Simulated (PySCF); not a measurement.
Compound: ClH6NSi2.
SMILES: `N[SiH2][SiH2]Cl`

Level of theory: MP2 and CCSD/aug-cc-pVDZ in PySCF, restricted Hartree–Fock reference, frozen core, non-relativistic, gas phase, PBE0-D3(BJ)/def2-SVP geometry.

E(HF) = -1095.39165 Eh.

Question: How large is the problem?

Answer: 158 basis functions and 58 electrons; 16 orbitals frozen, which leaves o = 13 correlated occupied and v = 129 virtual orbitals. That is o·v = 1677 singles and o·v(o·v + 1)/2 = 1407003 distinct closed-shell doubles amplitudes before symmetry; the costliest CCSD step grows as o²v⁴ = 4.7 × 10^10.

Question: What are the MP2 and CCSD correlation energies?

Answer: MP2 -0.5398 Eh and CCSD -0.5987 Eh, which gives totals of -1095.93146 and -1095.99033 Eh. That is 0.627 eV for each correlated electron at CCSD (1572 kJ/mol in all, 0.055 % of the total energy); MP2 gives 90.2 % of the CCSD value.

Question: What is the T1 diagnostic?

Answer: 0.0116, below the customary warning level of 0.02. It is the norm of the spatial-orbital singles amplitudes over the root of the number of correlated electrons, so the norm is 0.059.

Question: How does correlation change the dipole moment?

Answer: HF gives 1.60 D and CCSD (unrelaxed density) 1.44 D, a change of -0.16 D; the two vectors are 5° apart.

Connected triples and the basis-set limit are missing.

The job also held the EOM ionisation roots. Time: 1.7 min of wall time. Hardware: x86-64 server, one thread, no GPU (shared host).

The values belong to the conformer `[NH2:1][SiH2:2][SiH2:3][Cl:4]`: N1–Si2–Si3–Cl4 -44°, H–N1–Si2–Si3 -178°, H–N1–Si2–Si3 42°.
